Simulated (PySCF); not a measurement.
Molecule: `C#CCc1ccccn1`, C$_{8}$H$_{7}$N.

Cartesian coordinates in Å; atom numbers follow the order of the lines, from 1:
```xyz
16

C     2.876    1.488    1.072
C     2.316    0.466    0.799
C     1.617   -0.754    0.455
C     0.183   -0.490    0.071
C    -0.156    0.544   -0.797
C    -1.488    0.728   -1.120
C    -2.434   -0.125   -0.571
C    -1.993   -1.123    0.281
N    -0.722   -1.302    0.596
H     3.377    2.374    1.324
H     2.132   -1.234   -0.384
H     1.627   -1.442    1.304
H     0.613    1.188   -1.198
H    -1.786    1.524   -1.788
H    -3.484   -0.015   -0.796
H    -2.686   -1.817    0.740
```

Frames of a GFN2-xTB Langevin trajectory at 400 K; GIAO PBE0/pcSseg-1 shieldings in PySCF 2.14.0 with density-fitted response routines, gas phase, non-relativistic; equivalent atoms averaged within each frame.

Scale: TMS for ¹³C (σ = 186.93 ppm), ¹H (σ = 31.72 ppm); ¹⁵N (σ = 267.73 ppm) against NH3 (reference shieldings calculated alike). The references are static minima.

How do the shifts (ppm) fluctuate along the trajectory?

Answers


```csv
time (fs),C4,C8,C5,C6,C7,C2,C1,C3,N9,H16
250,173.2,154.0,132.5,130.0,119.6,91.4,83.5,34.6,369.1,8.94
425,171.8,151.9,129.2,143.1,124.9,90.7,85.5,30.0,347.8,7.99
625,174.1,148.7,137.6,144.2,130.3,88.5,79.4,33.7,365.3,7.80
800,169.9,159.5,127.8,144.1,126.9,89.3,77.7,39.9,358.1,8.13
1000,160.4,159.4,127.7,154.8,140.8,87.2,78.0,25.9,379.5,9.85
mean of frames,169.9,154.7,131.0,143.2,128.5,89.4,80.8,32.8,364.0,8.54
standard deviation,5.5,4.7,4.2,8.8,7.9,1.7,3.5,5.3,11.9,0.85
```

5 frames give an uncertainty of the mean of about the standard deviation over 2.2 at best, since frames this close in time may not be independent; classical motion lacks zero-point vibration, and the reference would need the same averaging.
